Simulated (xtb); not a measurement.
AuClH3N, SMILES [NH3]->[Au][Cl], multiplicity 1. All values are semi-empirical tight-binding results from xtb (GFN2-xTB unless named), good for trends rather than for accurate numbers. Geometry: GFN2-xTB. The multiplicity is an assumed one; other spin states were not compared.

For metal compounds this method's bond lengths and energies can be far off.

Problem. Estimate the properties. (The exact figures need the calculation; the answer reports its results.)

Solution. 
The point group as xtb finds it is C3v and the orbital gap is 6.01 eV. The zero-point energy is 23.5 kcal/mol and the G − E(el) at 298.15 K (modified RRHO) is 5.3 kcal/mol.
